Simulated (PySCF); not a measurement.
Sn(Cl)(Br)(OH)2 (BrClH2O2Sn), SMILES [OH][Sn]([OH])([Cl])[Br].

Coordinates come from a PBE0-D3(BJ)/def2-SVP optimisation. The structure was generated by enumeration; whether it is a known compound was not checked. The def2 effective core potentials stand for the cores of Sn; spin–orbit coupling is left out. The values are those of a single conformer.

All values below come from IEF-PCM-PBE0/def2-SVP (PySCF 2.14.0).

The values are the electrostatic part of the solvation free energy, E(continuum) − E(gas) at the gas-phase geometry, in a cavity of scaled van der Waals radii (PySCF's table); cavitation and dispersion terms are not included. A continuum can't describe solvent molecules that bind to the metal. In vacuum the orbital gap is 6.27 eV. The dipole moment in vacuum is 1.79 D.

Computed values in water (ε = 78.36), cyclohexanone (ε = 15.62), benzene (ε = 2.27):
```csv
solvent,ε,ΔG(elec) (kcal/mol),dipole (D),gap (eV)
water,78.36,-8.2,2.31,6.38
cyclohexanone,15.62,-7.5,2.26,6.37
benzene,2.27,-3.6,2.00,6.32
```
